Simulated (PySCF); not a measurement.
## C₆ coefficients of unlike pairs at PBE

Calculated with PySCF 2.14 from the dipole response of each species, C₆(A,B) = (3/π) ∫ α_A(iu) α_B(iu) du, in atomic units, from isotropic polarisabilities. For ions this is the dispersion term alone; charge-induced terms of lower order in 1/R come first.

```tsv
species	configuration	basis	relativity	α (bohr³)	C₆ (like pair)
Ar³⁺	[Ne] 3s2 3p3 (4S)	aug-cc-pV(T+d)Z (6s5p4d2f)	none	3.604	9.789
Fe⁺	[Ar] 3d6 4s1 (6D)	x2c-QZVPPall with one added diffuse shell each of s, p, d, f, g type (12s8p6d5f3g)	spin-free X2C	24.65	123.4
F⁺	[He] 2s2 2p4 (3P)	aug-cc-pVTZ-DK (5s4p3d2f)	spin-free X2C	1.873	3.548
Cd³⁺	[Kr] 4d9 (2D)	x2c-QZVPPall with one added diffuse shell each of s, p, d, f, g type (14s9p8d5f3g)	spin-free X2C	3.813	17.08
```

(1) Estimate C₆ for Cd³⁺ with Ar³⁺.

No spin-orbit coupling is included.

The other pairs:

| pair | C₆ |
| --- | --- |
| Cd³⁺, F⁺ | 7.761 |
| F⁺, Fe⁺ | 17.21 |
| F⁺, Ar³⁺ | 5.819 |
| Cd³⁺, Fe⁺ | 36.36 |
| Fe⁺, Ar³⁺ | 30.52 |

Results:

(1) The integral gives 12.58. The combination rule 2 C_A C_B / (C_A α_B/α_A + C_B α_A/α_B) gives 12.62 and the geometric mean 12.93.
